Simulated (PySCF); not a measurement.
# Shifts of the heteroatoms

Bonds (- single, = double, # triple, : aromatic): O1=C2 1.210 Å, C2-C3 1.475 Å, C3=C4 1.345 Å, C4-Cl5 1.706 Å, C4-C6 1.493 Å, C6=O7 1.205 Å, C6-Si8 1.932 Å, Si8-C2 1.930 Å. C3 carries H9; Si8 carries H10, H11.

Method: PBE0/pcSseg-1 with gauge-including orbitals, geometry from GFN2-xTB, in PySCF 2.14 (non-relativistic Hamiltonian, gas phase, one averaged value for each set of equivalent atoms, single conformer).

Problem. What are the 29Si shifts?

Solution. 
| atoms | environment | σ (ppm) | δ (ppm) |
| --- | --- | --- | --- |
| Si8 | silicon bonded to 2 C, 2 H, in a 5-membered ring | 444.7 | -85.5 |

Shieldings were converted by a linear fit to measured shifts: 29Si: δ = 279.94 − 0.822σ (rms 8.9 ppm, 72 shifts, 25.8 ppm with the 6 outliers that the fit left out vs TMS, solution or neat liquid). Occasional misses reach two or three times the rms, and more in compound classes unlike the fitted ones.

On a 600 MHz spectrometer 29Si resonates near 119.2 MHz, so 1 ppm is 119.2 Hz.

Problem. What are the 17O shifts?

Solution. 
```csv
atoms,environment,σ (ppm),δ (ppm)
O1,carbonyl oxygen,-568.1,784.2
O7,carbonyl oxygen,-554.9,772.1
```

Shieldings were converted by a linear fit to measured shifts: 17O (scatter 10.7 ppm rms, 12.2 ppm with the 3 outliers that the fit left out vs liquid water, solution or neat liquid). Occasional misses reach two or three times the rms, and more in compound classes unlike the fitted ones.

On a 300 MHz spectrometer 17O resonates near 40.7 MHz, so 1 ppm is 40.7 Hz.
